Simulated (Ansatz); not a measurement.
Basis sets compared for the cluster TiO₄H₄. Charge 0, multiplicity 1. Geometry PBE-D4/def2-SVP. Ansatz on 2 threads of Arm Neoverse V1 on a shared host; times are rough, and most runs start from earlier orbitals.

```xyz
9

Ti    0.263    0.169   -0.071
O    -1.267    0.813    1.357
O     1.857   -0.540   -0.327
O    -0.243   -0.179    1.697
O    -1.004   -0.484   -1.175
H    -2.045    0.242    1.150
H     0.542    1.816   -0.462
H    -0.886   -1.040   -1.965
H     2.784   -0.795   -0.204
```

The 6-31G sets use Cartesian d functions. The structure holds one bond between oxygen atoms, so isomers without such links may lie far lower. The structure comes from a short search, and lower isomers may exist.

Binding counts from free atoms (Ti triplet, O triplet, H doublet) in the same basis, without a counterpoise term.

| level | functions | energy (Eh) | HOMO (eV) | LUMO (eV) | binding per atom (eV) | wall time |
| --- | --- | --- | --- | --- | --- | --- |
| HF/6-31G | 73 | -1150.0254 | -11.90 | 1.86 | 1.76 | 0.7 s |
| HF/def2-TZVP | 193 | -1150.3356 | -11.73 | 2.04 | 2.05 | 2.9 s |
| PBE-D4/def2-SVP | 107 | -1151.9658 | -6.16 | -2.36 | 4.00 | 1.9 s |
| PBE-D4/def2-TZVP (with forces) | 193 | -1152.4532 | -6.42 | -2.63 | – | 4.3 s |
| r2SCAN-D4/def2-TZVP | 193 | -1152.7993 | -6.81 | -2.54 | – | 7 s |
| PBE0-D4/def2-SVP | 107 | -1151.9484 | -7.82 | -1.45 | 3.67 | 2.6 s |
| PBE0-D4/def2-TZVP (with forces) | 193 | -1152.4345 | -7.98 | -1.57 | 3.67 | 6.5 s |

(1) Estimate the rows for PBE-D4/def2-TZVPD, r2SCAN-D4/def2-TZVPD, PBE0-D4/def2-TZVPD.

Answers

(1) 
```json
{"level": "PBE-D4/def2-TZVPD", "functions": "244", "energy (Eh)": "-1152.4577", "HOMO (eV)": "-6.49", "LUMO (eV)": "-2.71", "binding per atom (eV)": "–", "wall time": "6 s"}
{"level": "r2SCAN-D4/def2-TZVPD", "functions": "244", "energy (Eh)": "-1152.8029", "HOMO (eV)": "-6.85", "LUMO (eV)": "-2.58", "binding per atom (eV)": "–", "wall time": "10 s"}
{"level": "PBE0-D4/def2-TZVPD", "functions": "244", "energy (Eh)": "-1152.4386", "HOMO (eV)": "-8.02", "LUMO (eV)": "-1.62", "binding per atom (eV)": "3.67", "wall time": "8.5 s"}
```
